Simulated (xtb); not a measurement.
The multiplicity is imposed and other spin states were not computed.

Species: [Ag(NH3)(H)] (charge 0, multiplicity 1).

**Question.** Give a relaxed geometry from GFN2-xTB (xtb).

**Answer.** the end point of this relaxation.
Cartesian coordinates (Å) in one orientation:
```xyz
6

Ag    -0.023     0.023    -0.037
N      1.037    -1.042     1.686
H      2.015    -1.208     1.479
H      0.616    -1.943     1.886
H      1.000    -0.499     2.542
H     -0.740     0.744    -1.204
```
